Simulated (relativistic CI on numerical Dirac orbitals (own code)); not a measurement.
**Crystal-field levels of Yb⁴⁺, 4f12**

Calculated by Dirac-Coulomb-Breit CI, separate exchange-only KLI orbitals for each configuration, QED by a radiative potential, valence Slater integrals scaled by 0.85, one configuration in a parametric crystal field (own radial code).

Field parameters in Wybourne normalisation; cubic f-shell fields have B⁴₄ = √(5/14) B⁴₀ and B⁶₄ = −√(7/2) B⁶₀. The field is a parameter set, without covalency.

S and J are read from ⟨S²⟩ = S(S + 1) and ⟨J²⟩ = J(J + 1) of each level; they are not fictitious spins.

Oh, B40 = 3330, B60 = 1160 cm⁻¹, the lowest 10 levels:

```csv
E (cm⁻¹),Degeneracy,Irrep,S,J
0.0,1,A1,0.99,5.96
224,3,T1,0.99,5.98
390,3,T2,0.99,6.00
451,1,A2,0.99,6.00
1255,3,T2,0.99,5.99
1278,2,E,0.99,6.00
6201,3,T2,0.73,4.01
7045,1,A1,0.74,4.04
7053,3,T1,0.77,4.06
7170,2,E,0.77,4.02
```

D3h, B20 = 1340, B40 = -560, B60 = -1090, B66 = -160 cm⁻¹, the lowest 10 levels:

```
E (cm⁻¹)  Degeneracy     S     J
     0.0           1  0.99  6.00
    91.9           2  0.99  6.00
     312           2  0.99  6.00
     495           1  0.99  6.00
     544           1  0.99  6.00
     583           2  0.99  6.00
     584           2  0.99  6.00
     919           1  0.99  6.00
     919           1  0.99  6.00
    6488           2  0.75  4.01
```

C2v, B20 = -960, B22 = -220, B40 = 680, B42 = 380, B44 = -300, B60 = 100, B62 = -330, B64 = 640, B66 = -20 cm⁻¹, the lowest 10 levels:

```tsv
E (cm⁻¹)	Degeneracy	S	J
0.0	1	0.99	6.00
1.1	1	0.99	6.00
68.2	1	0.99	6.00
72.5	1	0.99	6.00
159	1	0.99	6.00
173	1	0.99	6.00
285	1	0.99	6.00
290	1	0.99	6.00
462	1	0.99	6.00
467	1	0.99	6.00
```

The next free-ion level lies 6118 cm⁻¹ above the lowest; the field splits the ground level into components whose J stays near 6 as long as their spread is small against that gap.

Levels of this model without a field, named by their leading LS term: 3H_6 0, 3F_4 6118, 3H_5 9444, 3H_4 14273, 3F_3 16784, 3F_2 17475, 1G_4 23447, 1D_2 32639 cm⁻¹.
